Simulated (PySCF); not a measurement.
Gas-phase reaction: 2 HfCl2(OH)2 = HfO2 + H2O + HfCl4.H2O

Computed with PySCF and rigid-rotor harmonic-oscillator thermochemistry at 1 bar. † marks an energy on the PBE0/def2-TZVP geometry and frequencies. MP2 freezes the core. All species are closed-shell singlets. B3LYP is the form with VWN-RPA correlation. Hf: scalar-relativistic def2 core potential, no spin-orbit coupling. Adducts (HfCl4.H2O) have no counterpoise correction, and HF, PBE, BLYP, B3LYP and PBE0 lack dispersion. HfCl2(OH)2, HfCl4.H2O: computed as isolated molecules; such fragments, hydroxides, amides, oligomers or adducts are transient or little studied in the gas. MP2 isn't extrapolated to the basis-set limit.

```tsv
level	ΔH°(298 K), kJ
B3LYP/def2-TZVP†	671
BLYP/def2-TZVP†	627
M06-2X/def2-TZVP†	699
MP2/def2-SVP†	___
MP2/def2-TZVPP†	___
PBE/def2-TZVP†	___
PBE0/def2-QZVP†	668
PBE0/def2-SVP†	687
r2SCAN/def2-TZVP†	664
LDA/def2-TZVP†	663
ωB97X-V/def2-TZVP†	___
```

Question: Complete the blanks.

Answer: 
- MP2/def2-SVP†, ΔH°(298 K), kJ: 644
- MP2/def2-TZVPP†, ΔH°(298 K), kJ: 634
- PBE/def2-TZVP†, ΔH°(298 K), kJ: 620
- ωB97X-V/def2-TZVP†, ΔH°(298 K), kJ: 705
